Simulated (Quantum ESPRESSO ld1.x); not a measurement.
Values are calculated unless marked as measured or tabulated.
The mean radii <r> (bohr) of the occupied orbitals of an atom or ion are listed with their occupations. Level of theory: scalar-relativistic Kohn-Sham, LDA (Slater exchange, Perdew-Zunger correlation), spin-polarised, spherical densities, point nucleus (ld1.x of Quantum ESPRESSO 7.5).

| orbital | occ. | <r> |
|---|---|---|
| 1s down | 1 | 0.02509 |
| 1s up | 1 | 0.02509 |
| 2s up | 1 | 0.1075 |
| 2s down | 1 | 0.1075 |
| 2p up | 3 | 0.09428 |
| 2p down | 3 | 0.09428 |
| 3s up | 1 | 0.2856 |
| 3s down | 1 | 0.2856 |
| 3p up | 3 | 0.2835 |
| 3p down | 3 | 0.2835 |
| 3d up | 5 | 0.2601 |
| 3d down | 5 | 0.2601 |
| 4s up | 1 | 0.6546 |
| 4s down | 1 | 0.6546 |
| 4p up | 3 | 0.6936 |
| 4p down | 3 | 0.6936 |
| 4d up | 5 | 0.7682 |
| 4d down | 5 | 0.7680 |
| 5s up | 1 | 1.556 |
| 5s down | 1 | 1.552 |
| 5p up | 3 | 1.807 |
| 5p down | 3 | 1.802 |
| 6s up | 1 | 4.335 |
| 6s down | 1 | 4.423 |
| 5d up | 1 | 2.975 |

Name the element and its charge. Open shells, if any, are filled with parallel spins first.

Answer. Z = 57, lanthanum, charge 0: La in [Xe] 5d1 6s2. The 1s radius gives Z: for a bare nucleus <r> = (2 gamma + 1)/(2Z) with gamma = sqrt(1 - (Z/c)^2), 0.02473 bohr for Z = 57, and screening makes it slightly larger (0.02509 here). The occupations add up to 57, and the charge is Z minus that.
